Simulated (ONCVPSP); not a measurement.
**An all-electron radial function and its pseudo partner (Si (Z = 14))**

Columns: radius, all-electron u(r) and pseudo u(r) of the 3p shell (level -11.66 eV) of silicon in the configuration [Ne] 3s2 3p1; PBE, scalar-relativistic, ONCV scheme, ONCVPSP 4.0.1.

```
r (bohr)  all-electron  pseudo
   0.085       -0.0923  0.0031
   0.170       -0.2133  0.0125
   0.255       -0.2818  0.0278
   0.340       -0.2933  0.0490
   0.425       -0.2606  0.0756
   0.510       -0.1990  0.1070
   0.595       -0.1207  0.1428
   0.680       -0.0345  0.1822
   0.765        0.0537  0.2245
   0.850        0.1398  0.2690
   0.935        0.2213  0.3147
   1.020        0.2965  0.3608
   1.105        0.3648  0.4063
   1.190        0.4257  0.4506
   1.275        0.4793  0.4927
   1.360        0.5260  0.5322
   1.445        0.5659  0.5680
   1.530        0.5991  0.5996
   1.615        0.6259  0.6260
   1.700        0.6468  0.6468
   1.785        0.6620  0.6620
   1.870        0.6721  0.6721
   1.955        0.6776  0.6776
   2.040        0.6789  0.6789
   2.125        0.6765  0.6765
   2.210        0.6708  0.6708
```

(1) How many radial nodes do the two functions have?

(2) At about which radius was the pseudo-wave matched?

(3) Where does each function peak?

(4) Is the pseudo-wave norm-conserving?

## Answers

(1) The all-electron 3p function has n − l − 1 = 1; the pseudo-wave has 0, since the states of the same l below it are removed with the core.

(2) 1.70 bohr, where the columns begin to agree (steps of 0.09 bohr).

(3) Outermost all-electron maximum near 2.04 bohr, pseudo maximum near 2.04 bohr (to the table’s step).

(4) Yes: the ONCV scheme keeps the norm inside the radius equal to the all-electron one, which fixes the energy derivative of the logarithmic derivative at the level.
